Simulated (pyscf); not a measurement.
This saddle point was located with ωB97X-D3(BJ)/def2-SVP in PySCF.

```xyz
8

C      0.1853     0.4633    -0.6354
C      0.3724    -0.0570     0.5711
C     -1.0652    -0.3546     0.9021
H     -1.1780     0.2066    -0.3786
H      0.7989     0.8874    -1.4409
H      1.2776    -0.2276     1.1628
H     -1.3926    -1.4048     0.8933
H     -1.5678     0.2799     1.6471
```
Charge 0, spin multiplicity 2.

Surface: doublet, charge 0. Lowest wavenumbers (cm⁻¹): 2264i, 453, 644, 685, 915.

Q: Which two sides does it connect, and which bonds change?

A: •H₂C–CH=CH₂ ⇌ •HC=CH–CH₃, a hydrogen shift read from left to right: C–H broken and C–H formed. At CCSD(T)/def2-TZVPP + ΔMP2(QZVPP) it lies +2.93 eV from the left side and +1.89 eV from the right (each side as separated species at their lowest minima found). The same reactants have a lower exit, to cyclic C₃H₅ (SMILES [CH]1CC1) [doublet] (barrier +2.32 eV at ωB97M-D3(BJ), against +2.96 eV here). One saddle was located; it need not be the lowest between these sides. The CCSD(T) − MP2 part came from Ansatz, without density fitting, on the same reference. A UHF reference is spin-contaminated (<S²> up to 1.01), which harms MP2 most.
